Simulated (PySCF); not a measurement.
C2H4GeN2, SMILES [GeH3]/[CH]=N\C#N.

Geometry: PBE0-D3(BJ)/def2-SVP. The structure was generated by enumeration; whether it is a known compound was not checked.

Two levels are set side by side: TDA-PBE/def2-SVPD (PySCF) and TDA-ωB97X/def2-SVPD (PySCF). Vertical, same geometry. The lowest singlet is HOMO→LUMO 99 % with PBE and HOMO→LUMO 96 % with the other functional; states are paired by order. Differences are taken from unrounded values.

| quantity | TDA-ωB97X |
|---|---|
| lowest singlet excitation (eV) | 3.79 |
| lowest triplet excitation (TDA) (eV) | 3.21 |
| first bright state (f over 0.05) (eV) | 6.35 |
| its oscillator strength | 0.21 |

Problem. What does TDA-PBE give, and how far is it from TDA-ωB97X? (Estimate from the structure and the level; the computed values follow.)

Solution. 
```tsv
quantity	TDA-PBE	TDA-PBE minus TDA-ωB97X
lowest singlet excitation (eV)	3.32	-0.46
lowest triplet excitation (TDA) (eV)	2.79	-0.42
first bright state (f over 0.05) (eV)	5.41	-0.93
its oscillator strength	0.14	-0.08
```

Functionals without exact exchange tend to place singlet excitations lower, as here. Differences between two approximate levels are no errors against the true value.

Rough cost on one machine, each run with all the roots and properties that it gave: TDA-ωB97X against TDA-PBE about 5 times.
